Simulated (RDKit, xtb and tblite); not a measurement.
Torsional profile of SMILES CC(=O)C[SiH2]C(C)=O (C₅H₁₀O₂Si). Scanned: dihedral O3–C2–C4–Si5 and dihedral C2–C4–Si5–C6; all other coordinates were relaxed at GFN2-xTB. Points at φ and −φ are mirror images. Heavy atoms are numbered in the order of the SMILES CC(=O)C[SiH2]C(C)=O, hydrogens after them in the order of the atoms that carry them; the mirror image has the same energies with the sign of each dihedral reversed.

Methods: GFN2-xTB (xtb and tblite); MMFF94 // GFN2-xTB (RDKit); UFF // GFN2-xTB (RDKit).

Energies in kcal/mol at chosen points (x: dihedral O3–C2–C4–Si5 (°); y: dihedral C2–C4–Si5–C6 (°)), relative to x = -60, y = 180:

```
method    (60, 60)  (-90, 150)  (-150, 90)  (-60, 60)  (0, -30)  (60, -120)  (120, -120)
--------  --------  ----------  ----------  ---------  --------  ----------  -----------
GFN2-xTB      -0.9         0.3         3.7       -0.3       1.3         1.1          1.9
MMFF94        -2.2         1.7         5.6        0.2       0.6         1.6          4.3
UFF            0.9         1.3         4.7        1.4       5.3         1.8          2.2
```

MMFF94 has few fitted parameters for silicon.
